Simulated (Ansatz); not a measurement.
```yaml
crystal:
  periodic: [false, false, false]
  atoms:
    - {symbol: Ge, position_ang: [0.091890, -0.330207, -0.051228]}
    - {symbol: C, position_ang: [-0.193965, -0.680927, 1.752369]}
    - {symbol: C, position_ang: [-0.911098, 0.096698, 2.492767]}
    - {symbol: H, position_ang: [0.254632, -1.550326, 2.160554]}
    - {symbol: H, position_ang: [-1.368643, 0.967193, 2.098607]}
    - {symbol: H, position_ang: [-1.075441, -0.107617, 3.519557]}
    - {symbol: C, position_ang: [1.842891, -0.086170, -0.626913]}
    - {symbol: C, position_ang: [2.298699, 1.062570, -0.999201]}
    - {symbol: H, position_ang: [2.471851, -0.939674, -0.635030]}
    - {symbol: H, position_ang: [1.690925, 1.930117, -1.004507]}
    - {symbol: H, position_ang: [3.299741, 1.186414, -1.322920]}
    - {symbol: N, position_ang: [-0.835165, 1.137154, -0.408401]}
    - {symbol: C, position_ang: [-1.305470, 1.803481, -1.246224]}
    - {symbol: O, position_ang: [-1.789572, 2.498572, -2.001301]}
    - {symbol: N, position_ang: [-0.570326, -1.664734, -1.014495]}
    - {symbol: C, position_ang: [-1.514522, -2.322226, -1.225690]}
    - {symbol: O, position_ang: [-2.386437, -3.000318, -1.487944]}
basis:
  gaussian: {orbitals: def2-SVPD, nuclear_model: gaussian}
hamiltonian: {xc: {name: CAM-B3LYP}}
scf: {omitted_lower_state_checks: [starts]}
```

```sh
$ ansatz run in.yaml --threads 4 --pin off --events-out ev --progress --plain --max-ram 6963MiB
```

It prints (some lines left out):

```
Functional definition: CAM-B3LYP
2552 factors; their error is unknown
891 factors; integrals over basis functions are off by at most 3.7e-5 eV
mean field evaluation 1: about -69878.5662 eV, gradient 8.5e1 eV
mean field evaluation 2: about -69878.1121 eV, gradient 9.1e1 eV
mean field evaluation 4: about -69892.0420 eV, gradient 5.0e0 eV
mean field evaluation 8: about -69892.0880 eV, gradient 3.5e-1 eV
mean field evaluation 16: about -69892.1768 eV, gradient 8.9e-4 eV
mean field -69892.17677687 eV, -2568.4901219309 hartree, gradient 4.4e-5 eV, S^2 0.000000; 0 other end points of the search recorded, 0 dependent functions left out
reference -69892.17696915 eV, -2568.4901289972 hartree; 52, 52 occupied and 240, 240 virtual orbitals, 2552 factors
Total energy: -69892.17696915 eV, -2568.4901289972 hartree
Checks for a lower state left out: starts
```

Hardware: 4 threads of Arm Neoverse N1 on a shared host. Wall time 21 s, peak host memory 1.5 GiB.
